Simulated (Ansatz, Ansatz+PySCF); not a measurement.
```xyz
8

C     0.0000    0.0000   -0.7596
C     0.0000    0.0000    2.2787
H     0.0000   -1.0240   -1.1651
H    -0.8868    0.5120   -1.1651
H     0.8868    0.5120   -1.1651
H     0.0000    1.0240    2.6842
H    -0.8868   -0.5120    2.6842
H     0.8868   -0.5120    2.6842
```

Basis set: cc-pVDZ (spherical functions). Frozen core: 2 orbitals. Charge 0, multiplicity 1.

Computed with Ansatz (development build ahead of 0.2.0); each method stands on the lowest determinant of its kind that the runs found. Restricted open shells among the atoms or ions are ROHF, correlated in semicanonical orbitals with singles. Restricted functionals stand beside restricted open-shell atoms, which can lie above the unrestricted atoms usual in DFT and then raise those values.

The atomization energy at this shape (free ground-state atoms in the same class of orbitals less the molecule, no zero-point energy) of singlet C2H6:

| method | atomization energy |
| --- | --- |
| ωB97X (unrestricted) | 25.72 eV |
| ωB97X (restricted) | 24.88 eV |
| PBE0 (unrestricted) | 25.81 eV |
| PBE0 (restricted) | 25.23 eV |
| PBE (restricted) | 25.98 eV |
| RHF-CCSD(T) | 24.60 eV |
| UHF-CCSD(T) | 24.41 eV |
| UHF-MP2 | 24.14 eV |
| RHF-MP2 | 23.74 eV |
| UHF | 19.94 eV |
| RHF | 17.64 eV |

(1) What does PBE (unrestricted) give?

Results:

(1) 26.09 eV. Caution for ωB97X (unrestricted), ωB97X (restricted), PBE0 (unrestricted), PBE (unrestricted), PBE0 (restricted), PBE (restricted): charge can spread falsely over distant fragments. Caution for ωB97X (unrestricted), PBE0 (unrestricted), UHF-CCSD(T), UHF-MP2, UHF: the unrestricted determinant is a mixture of spin states. Caution for ωB97X (restricted), PBE0 (restricted), RHF-CCSD(T), RHF-MP2, RHF: an unrestricted determinant lies well below. Caution for PBE (unrestricted): the unrestricted determinant is spin contaminated. Caution for RHF-CCSD(T), RHF-MP2: large amplitudes, a single reference is doubtful. Caution for RHF-CCSD(T): the amplitudes may be one of several solutions. Caution for UHF-CCSD(T): another reference gives a lower total. Caution for UHF-CCSD(T), UHF-MP2: bonds are stretched, where a single reference can fail. Caution for UHF-CCSD(T), UHF-MP2, UHF: the determinant breaks the point group.
